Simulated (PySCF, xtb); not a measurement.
FGeH5SSi, SMILES F[SiH2][S][GeH3].

GFN2-xTB (xtb) at its own geometry gives an orbital gap of 4.52 eV and a dipole moment of 1.82 D.

Geometry: ωB97X-D3(BJ)/def2-SVP. This is a generated structure with no PubChem entry under its InChIKey; it may be hypothetical. One conformer was computed; it need not be the lowest.

### Question
What does PBE/def2-TZVP (PySCF) give? (An estimate is asked for; the answer gives what the named calculation found.)

### Answer
gap 5.13 eV (levels -6.48 and -1.34 eV), dipole 1.02 D.
